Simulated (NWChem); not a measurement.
## Basis-set convergence for H₂SSi

```xyz
4

Si    -0.7816    -0.8376     0.0000
H      0.3478    -1.8714     0.0000
S      0.6741     0.7384     0.0000
H     -0.1914     1.7829     0.0000
```
Charge 0, spin multiplicity 1.

Everything below was run with NWChem. Structure: optimised with B3LYP/def2-SVP, a minimum by its harmonic frequencies. It is one conformer; others weren't searched.

Quantity: dipole moment at the level B3LYP.

B3LYP has NWChem's definition, with VWN1-RPA local correlation. The Pople sets run with spherical d functions. The structure started from a generated list of species.

```json
[
 {"basis": "pcseg-1", "functions": "46", "dipole moment (D)": "0.83"},
 {"basis": "cc-pVDZ", "functions": "46", "dipole moment (D)": "0.73"},
 {"basis": "def2-SVP", "functions": "46", "dipole moment (D)": "0.74"},
 {"basis": "6-31+G*", "functions": "48", "dipole moment (D)": "0.82"},
 {"basis": "aug-cc-pVDZ", "functions": "72", "dipole moment (D)": "0.64"},
 {"basis": "aug-pcseg-1", "functions": "72", "dipole moment (D)": "___"},
 {"basis": "def2-TZVP", "functions": "86", "dipole moment (D)": "0.73"},
 {"basis": "cc-pVTZ", "functions": "96", "dipole moment (D)": "___"},
 {"basis": "aug-cc-pVTZ", "functions": "146", "dipole moment (D)": "0.64"},
 {"basis": "cc-pVQZ", "functions": "178", "dipole moment (D)": "___"}
]
```

Q: Some entries are withheld; supply them.

A: 
- aug-pcseg-1, dipole moment (D): 0.62
- cc-pVTZ, dipole moment (D): 0.70
- cc-pVQZ, dipole moment (D): 0.67
